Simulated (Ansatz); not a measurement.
## Abstraction of Cl: SiHCl3 + SnH3 → SiHCl2 + SnH3Cl

Species: SiHCl3 (trichlorosilane) `Cl[SiH](Cl)Cl`, singlet; SnH3 `[SnH3]`, doublet; SiHCl2 `Cl[SiH]Cl`, doublet; SnH3Cl `[Cl][SnH3]`, singlet. A radical takes Cl: the energy is the difference in strength between the Si–Cl bond broken and the Sn–Cl bond made.

Shapes, held fixed at every level: PBE0-D4/def2-TZVP. Programs: Ansatz 0.2.0. The zero-point and thermal change to 298 K, harmonic and unscaled (PBE0-D4/def2-TZVP), is +0.7 kJ/mol.

**Question.** Estimate ΔH(298 K) of this reaction.

**Answer.** The highest level, CCSD(T)/def2-TZVPP, gives ΔH(298 K) = +75.4 kJ/mol; the levels span +61.7 to +77.9. The column of differences is taken from that level and isn't an error. No measured value is set beside it here. Open shells run unrestricted. For atoms past krypton def2 sets carry core potentials with scalar relativity. Outer-core shells of Sn are correlated in most correlated rows, in sets that cover them unevenly. Times are processor times on shared x86 and Arm servers, and rough.

```tsv
level	kind	ΔH(298 K) (kJ/mol)	less CCSD(T)/def2-TZVPP	CPU time (sum over the molecules)
HF/def2-TZVPP	Hartree–Fock	+61.7	-13.7	–
SPW92/def2-TZVPP	LDA	+72.4	-3.0	10 s
PBE-D4/def2-TZVPP	GGA	+64.7	-10.7	16 s
r2SCAN-D4/def2-TZVPP	meta-GGA	+68.7	-6.7	36 s
BHLYP-D4/def2-TZVPP	global hybrid	+70.6	-4.8	23 s
PBE0-D4/def2-TZVPP	global hybrid	+68.9	-6.5	23 s
CCSD(T)/def2-SVP	coupled cluster or CI	+77.9	+2.5	12 s
CCSD(T)/def2-TZVPP	coupled cluster or CI	+75.4	0.0	2.3 min
```
